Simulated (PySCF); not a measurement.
Stepwise substitution at one centre (Ga CH3-NH2). All species are isolated molecules in the gas phase. One relaxed conformer stands for each flexible species; it need not be the lowest. Strings in code marks are SMILES.

The LUMO from two functionals at the same geometries (B3LYP-D3(BJ)/def2-TZVP), both in PySCF: PBE-D3(BJ)/def2-TZVP and B3LYP-D3(BJ)/def2-TZVP. B3LYP has the VWN-RPA correlation part, as in Gaussian. 

```tsv
species	PBE-D3(BJ)/def2-TZVP (eV)
0 of 3 CH3 replaced by NH2 (`[CH3][Ga]([CH3])[CH3]`)	-1.35
1 of 3 CH3 replaced by NH2 (`[CH3][Ga]([CH3])[NH2]`)	-0.62
3 of 3 CH3 replaced by NH2	-0.71
```

Question: What does B3LYP-D3(BJ)/def2-TZVP give for each?

Answer: 
- 0 of 3 CH3 replaced by NH2 (`[CH3][Ga]([CH3])[CH3]`): -0.83
- 1 of 3 CH3 replaced by NH2 (`[CH3][Ga]([CH3])[NH2]`): -0.10
- 3 of 3 CH3 replaced by NH2: -0.21
Over these rows, drawn at random from the members with no instability flagged (it was tested for open shells, ions and some series alone), PBE minus B3LYP-D3(BJ): mean -0.51 eV, from -0.52 eV to -0.50 eV.
